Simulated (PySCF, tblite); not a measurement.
Isomers of C5H11FSSi, one GFN2-xTB conformer each. Single-point energies are computed at PBE0/pcSseg-1 (PySCF, gas phase, no added dispersion term), electronic only.

```csv
SMILES,GFN2-xTB relative energy (kJ/mol)
CC(C)([SiH3])C(=S)CF,151.3
C[C@@H]1[SiH2]SC[C@@]1(C)F,0.0
C=C(C)[SiH2][C@@H](F)SC,245.7
CC[Si]1(CF)CSC1,235.9
```

Conformers: `[CH3:1][C:2]([CH3:3])([SiH3:4])[C:5](=[S:6])[CH2:7][F:8]` with C1–C2–C5–S6 -23°, C2–C5–C7–F8 39°; `[CH3:1][C@@H:2]1[SiH2:3][S:4][CH2:5][C@@:6]1([CH3:7])[F:8]` with C1–C2–Si3–S4 -150°, C2–Si3–S4–C5 -3°, Si3–S4–C5–C6 30°, S4–C5–C6–C7 75°; `[CH2:1]=[C:2]([CH3:3])[SiH2:4][C@@H:5]([F:6])[S:7][CH3:8]` with C1–C2–Si4–C5 -4°, C2–Si4–C5–F6 61°, Si4–C5–S7–C8 172°; `[CH3:1][CH2:2][Si:3]1([CH2:4][F:5])[CH2:6][S:7][CH2:8]1` with C1–C2–Si3–C4 56°, C2–Si3–C4–F5 42°.

Question: What does PBE0/pcSseg-1 give for the same structures?

Answer: 
| SMILES | PBE0/pcSseg-1 E (Eh) | PBE0/pcSseg-1 (kJ/mol) | GFN2-xTB (kJ/mol) | point group |
| --- | --- | --- | --- | --- |
| C[C@@H]1[SiH2]SC[C@@]1(C)F | -984.05996 | 0.0 | 0.0 | C1 |
| CC[Si]1(CF)CSC1 | -984.01813 | 109.8 | 235.9 | C1 |
| CC(C)([SiH3])C(=S)CF | -983.98816 | 188.5 | 151.3 | C1 |
| C=C(C)[SiH2][C@@H](F)SC | -983.98560 | 195.3 | 245.7 | C1 |

Both levels put the same isomer lowest; measured from each level's own lowest isomer, the values differ by up to 126.1 kJ/mol (CC[Si]1(CF)CSC1: 235.9 against 109.8). As drawn, the highest has a C=C bond outside aromatic rings, which the lowest lacks. Neighbours under 10 kJ/mol apart (CC(C)([SiH3])C(=S)CF and C=C(C)[SiH2][C@@H](F)SC) can change places with a better method, another conformer or zero-point energy.

Question: Which frontier levels, dipoles and rotational constants go with these structures?

Answer: 
```json
{"SMILES": "C[C@@H]1[SiH2]SC[C@@]1(C)F", "HOMO (eV, PBE0/pcSseg-1)": "-6.90", "LUMO (eV)": "-0.05", "dipole (D)": "1.61", "A, B, C (MHz)": "1906, 1344, 969.2"}
{"SMILES": "CC[Si]1(CF)CSC1", "HOMO (eV, PBE0/pcSseg-1)": "-6.29", "LUMO (eV)": "-0.08", "dipole (D)": "1.70", "A, B, C (MHz)": "1961, 929.7, 759.7"}
{"SMILES": "CC(C)([SiH3])C(=S)CF", "HOMO (eV, PBE0/pcSseg-1)": "-6.45", "LUMO (eV)": "-2.24", "dipole (D)": "1.90", "A, B, C (MHz)": "1454, 1309, 987.4"}
{"SMILES": "C=C(C)[SiH2][C@@H](F)SC", "HOMO (eV, PBE0/pcSseg-1)": "-6.79", "LUMO (eV)": "-0.21", "dipole (D)": "1.69", "A, B, C (MHz)": "3374, 659.9, 583.9"}
```

Question: What happens when harmonic zero-point energies from GFN2-xTB frequencies are added?

Answer: 
| SMILES | ZPE (kJ/mol) | electronic (kJ/mol) | with ZPE (kJ/mol) |
| --- | --- | --- | --- |
| C[C@@H]1[SiH2]SC[C@@]1(C)F | 388.8 | 0.0 | 0.0 |
| CC[Si]1(CF)CSC1 | 392.0 | 109.8 | 113.1 |
| CC(C)([SiH3])C(=S)CF | 375.8 | 188.5 | 175.5 |
| C=C(C)[SiH2][C@@H](F)SC | 373.4 | 195.3 | 179.9 |

The zero-point energies span 18.6 kJ/mol. The order is unchanged.
